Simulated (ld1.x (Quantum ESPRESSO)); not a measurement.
Which change was made? (Pd, TM)

Pd, norm-conserving Troullier–Martins (Kleinman–Bylander form), made with ld1.x (Quantum ESPRESSO) 7.5 (PBE, scalar-relativistic). Core [Kr], reference 4d9.5 5s0 5p0 (charge +0.5). Waves: 5s (bound, empty): rc 2.60 bohr; 5p (bound, empty): rc 3.75 bohr; 4d (bound): rc 1.90 bohr. Local part: the d channel. Core correction: none.

Cutoffs, loose and tight: the cutoffs (Ry, on a coarse ladder) from which the occupation-weighted sum of valence levels, in a spherical-Bessel basis at the reference potential, stays within 10 and 1 mRy of its value at 400 Ry. They do not see the model core or the augmentation charge, which bear on the density cutoff. Test errors are all-electron minus pseudo excitation energies from the reference, over the configurations 4d10 5s0 5p0; 4d9 5s0 5p0; 4d8 5s0 5p0; 4d6 5s0 5p0; 4d7 5s0 5p0; 4d9 5s0 5p1; 4d9 5s1 5p0; variants that change the core or the reference have their own tests.

The base gives: outcome: generated; cutoff, loose: 55 Ry; cutoff, tight: 80 Ry; bound ghosts: s, p; largest test error (meV): -657.

Task: After one change the result is: outcome: generated; cutoff, loose: 70 Ry; cutoff, tight: 80 Ry; bound ghosts: s, p; largest test error (meV): -606. Which change was it?
A. all radii scaled by about 1.18 (s 3.06, p 4.42, d 2.24 bohr)
B. all radii scaled by about 0.79 (s 2.06, p 2.96, d 1.50 bohr)
C. all radii scaled by about 1.35 (s 3.50, p 5.04, d 2.56 bohr)

Result: B. The others give: all radii scaled by about 1.35 (s 3.50, p 5.04, d 2.56 bohr) → outcome: generated; cutoff, loose: 40 Ry; cutoff, tight: 60 Ry; bound ghosts: s; largest test error (meV): -456 | all radii scaled by about 1.18 (s 3.06, p 4.42, d 2.24 bohr) → outcome: generated; cutoff, loose: 45 Ry; cutoff, tight: 70 Ry; bound ghosts: s, p; largest test error (meV): -672.
